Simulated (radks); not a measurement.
Task: The mean radii <r> (bohr) of the occupied orbitals of an atom or ion are listed with their occupations. All-electron calculation, Dirac Kohn-Sham, relativistic LDA (MacDonald-Vosko exchange, VWN5 correlation), spin-unpolarised, spherical densities, finite nucleus; Fermi nuclear charge, rms radius of each element as measured or else 0.836 A^(1/3) + 0.57 fm. Program: a radial shooting solver on a logarithmic mesh with Libxc functionals.

| orbital | occ. | <r> |
|---|---|---|
| 1s1/2 | 2 | 0.03036 |
| 2s1/2 | 2 | 0.1236 |

Name the element and its charge. Open shells, if any, fill j = l - 1/2 first.

Result: Z = 48, cadmium, charge +44: Cd44+ in [He] 2s2. The 1s radius gives Z: for a bare nucleus <r> = (2 gamma + 1)/(2Z) with gamma = sqrt(1 - (Z/c)^2), 0.02993 bohr for Z = 48, and screening makes it slightly larger (0.03036 here). The occupations add up to 4, and the charge is Z minus that.
